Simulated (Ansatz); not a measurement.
Calculated with Ansatz (gas phase, PBE0-D4/def2-TZVP geometries, no zero-point term in ΔE). CCSD(T)/CBS adds triple-zeta CCSD(T) − MP2 to the extrapolated MP2 energy (def2 sets, frozen cores). This one scheme is used for every species. DFT in def2-TZVPP. Each species was taken in one conformer, which may not be the lowest.

Consider the silylene formation by 1,1-elimination: `CS[SiH2]BCl` → `CSBCl` + `[SiH2]`.

`CS[SiH2]BCl`:

Cartesian coordinates in Å:
```
C -1.769 -0.569 0.512
S -1.111 -0.614 -1.181
Si 0.541 0.707 -0.952
B 2.001 0.058 0.283
Cl 1.919 -1.491 1.067
H -2.663 -1.191 0.516
H -1.052 -0.976 1.224
H -2.046 0.447 0.796
H 0.084 2.042 -0.462
H 1.117 0.878 -2.315
H 2.978 0.708 0.511
```

`CSBCl`:

Z-matrix (Å, degrees):
```
C
S 1 1.810
H 1 1.088 2 110.2
H 1 1.089 2 109.0 3 120.4
H 1 1.089 2 109.0 3 -120.4
B 2 1.766 1 103.2 3 -0.0
Cl 6 1.749 2 119.0 1 -180.0
H 6 1.191 2 121.7 1 0.0
```

`[SiH2]`:

Z-matrix (Å, degrees):
```
Si
H 1 1.525
H 1 1.525 2 91.2
```

```tsv
level	ΔE (eV)
PBE-D4	1.95
r2SCAN-D4	2.07
B2PLYP	1.78
CCSD/def2-TZVPP	1.76
```

Question: What does CCSD(T)/CBS give? (Best estimate.)

Answer: Computed: +1.91 eV. The listed levels differ from it by 0.04, 0.16, -0.13, -0.15 eV.

Largest T1 diagnostic among the species: 0.014.

The D4 term adds +0.18 eV with B3LYP and +0.10 eV with PBE0; it sums over pairs of atoms, weighted by their polarisabilities, and B3LYP, whose exchange is more repulsive, gets the larger term. From PBE to PBE0 (25 % exact exchange), in def2-TZVPP and without D4, ΔE moves by +0.10 eV.

B3LYP here is the variant with VWN-RPA as its local correlation; programs differ in this.
